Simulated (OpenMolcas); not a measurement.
# Xe3+: CASPT2 settings compared

| Item | Value |
| --- | --- |
| Program | OpenMolcas |
| Basis | ANO-R1 [6s5p3d1f] |
| Scalar Hamiltonian | X2C, finite nucleus |
| Active space | 3 electrons in 3 orbitals (5p) |
| State averaging | 2S+1 = 4 odd, 1 root; 2S+1 = 2 odd, 8 roots kept (CI in the orbitals of an earlier block) |
| Spin-orbit coupling | RASSI with atomic mean-field integrals over the reference wave functions, term energies averaged over their components |

Methods on the same reference wave functions:
A. CASSCF
B. SS-CASPT2, IPEA 0.1 Eh, no level shift (closed shells correlated: 5s)
C. XMS-CASPT2, IPEA 0.2 Eh, imaginary shift 0.2 Eh (closed shells correlated: 4s 4p 4d 5s)
D. XMS-CASPT2, IPEA 0.1 Eh, imaginary shift 0.2 Eh (closed shells correlated: 5s)

Energies in cm⁻¹ above 5s² 5p³ ⁴S°_3/2, the measured ground level; measured values from Saloman, J. Phys. Chem. Ref. Data 33, 765 (2004).

```
                 Level      A      B      C      D  Measured
       5s² 5p³ ⁴S°_3/2    0.0    0.0    0.0    0.0       0.0
       5s² 5p³ ²D°_3/2  17171  15860  15470  15720     13267
       5s² 5p³ ²D°_5/2  21411  20240  19870  20100     17511
       5s² 5p³ ²P°_1/2  34015  31410  30670  31190     28036
5s² 5p³ ²P°_3/2 [74 %]  40759  38560  37930  38360     35650
```

Deviations, from unrounded energies. A percentage is the sum of absolute deviations over the sum of measured energies, with the sign that they share, or ± where signs differ.

```tsv
Against measurement	Levels	A	B	C	D
mean absolute deviation (cm-1)	4	4700	2900	2400	2700
other terms of the ground configuration (%)	4	+20.0	+12.3	+10.0	+11.5
```

C lies closest to measurement on these levels and A furthest from it. The largest miss of C in the table is 5s² 5p³ ²P°_1/2, by +2600 cm-1. The ranking rests on the paired levels alone, and a cruder setting can come out closer through cancelling errors.

Among B to D the level of the table that moves most is 5s² 5p³ ²P°_1/2, by 740 cm-1 (lowest in C, highest in B). Moves below CASPT2's spread within the term are not significant.

The mean deviations of B to D differ by less than CASPT2's widest spread within a term (930 cm-1), so their order carries little weight.

From A to B the spin-free energies of the other terms of 5s² 5p³ shown, above ⁴S°, scale by factors of 0.91 to 0.92.

The lowest spin-free term lies below A's lowest term by 0.054 hartree in B, 0.459 hartree in C, 0.054 hartree in D.

CASPT2 does not keep the components of a term degenerate, so their means are used; among the terms shown or strongly mixed into the levels shown the widest spread is 930 cm-1 (5s² 5p³ ²D°, C). Terms from blocks run as CI alone lack orbitals of their own. With the s shell closed, the reference lacks s² → p² mixing. The basis is small and was not contracted for so high a charge. Some terms miss by over 15 % even with CASPT2, which points to a basis or an active space too small for the shells correlated (holds for B; C; D). Measured partners are found by configuration, term and J. A level has none where our copy of the source lacks it or the pairing is in doubt (some pairs that miss far off the trend of their configuration count as doubtful), and it then counts in no deviation. Levels of configurations outside the active space are missing.

A share in square brackets marks a mixed level and gives the weight of the term that names it, the lowest over the columns. ° marks odd parity.
